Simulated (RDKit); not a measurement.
A run for RDKit: UFF on FH4NOSi (SMILES N[SiH](O)F), a point of a torsion scan.

```python
from rdkit import Chem
from rdkit.Chem import AllChem, rdDetermineBonds

blocks = [
'''8

N     1.21478201   -0.34309845   -0.17911317
Si   -0.29394131    0.41310272    0.10711929
O    -1.47326035   -0.45122467   -0.57909101
F    -0.23948908    1.78224370   -0.71700871
H     2.06221708    0.18395153   -0.05871050
H     1.35987463   -1.31097545    0.04854706
H    -0.61815037    0.79357564    1.47328849
H    -2.00061238   -1.07826701   -0.09813211
''',
]
mol = None
for b in blocks:
    f = Chem.MolFromXYZBlock(b)
    rdDetermineBonds.DetermineBonds(f, charge=0)
    mol = f if mol is None else Chem.CombineMols(mol, f)
Chem.SanitizeMol(mol)
print(Chem.MolToSmiles(Chem.RemoveHs(mol)))
ff = AllChem.UFFGetMoleculeForceField(mol, vdwThresh=100.0, ignoreInterfragInteractions=False)
e = ff.CalcEnergy()
print(f'UFF energy {e:.6f} kcal/mol')
```

Output:

```
N[Si@H](O)F
UFF energy 24.002043 kcal/mol
```

The run finished.

Cost: roughly 0.020 core-seconds.
